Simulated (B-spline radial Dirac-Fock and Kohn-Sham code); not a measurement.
# Successive ionisation energies of iodine: Dirac-Fock against NIST

Model: relaxed Dirac-Fock hole states (ΔSCF) with Breit and QED corrections and a finite nucleus. Program: a B-spline atomic structure program. Each value is the difference of the configuration-average energies of two neighbouring ions in their tabulated ground configurations. The model has no electron correlation. NIST's values refer to the lowest levels; many for high charge states are themselves semi-empirical or theoretical. Where a p, d or f shell is open in either ion the computed value averages over both j values and all terms, while the table refers to the lowest levels; that difference holds spin-orbit splitting (largest in heavy or highly charged ions), term energies where several electrons share open shells, and correlation, and it can reach 10 % or more.

```csv
ion,configuration,computed (eV),NIST (eV),kind,NIST − computed (eV)
I¹⁸⁺,[Ar] 3d10 4s2 4p5,540.9,535 ± 3,theoretical,-5.95
I¹⁹⁺,[Ar] 3d10 4s2 4p4,573.2,569 ± 4,theoretical,-4.24
I²⁰⁺,[Ar] 3d10 4s2 4p3,606.0,601 ± 4,theoretical,-5.03
I²¹⁺,[Ar] 3d10 4s2 4p2,639.3,649 ± 4,theoretical,+9.69
I²²⁺,[Ar] 3d10 4s2 4p1,673.1,683 ± 4,theoretical,+9.92
I²³⁺,[Ar] 3d10 4s2,762.3,762 ± 4,theoretical,-0.27
I²⁴⁺,[Ar] 3d10 4s1,799.4,800.8 ± 0.4,semi-empirical,+1.40
I²⁵⁺,[Ar] 3d10,1402.5,1397 ± 4,theoretical,-5.47
```

Question: Where in this range is the largest relative jump, and why?

Answer: From I²⁴⁺ (799.4 eV) to I²⁵⁺ (1402.5 eV), a factor of 1.75. The configuration goes from [Ar] 3d10 4s1 to [Ar] 3d10, so the next electron comes out of a deeper subshell.
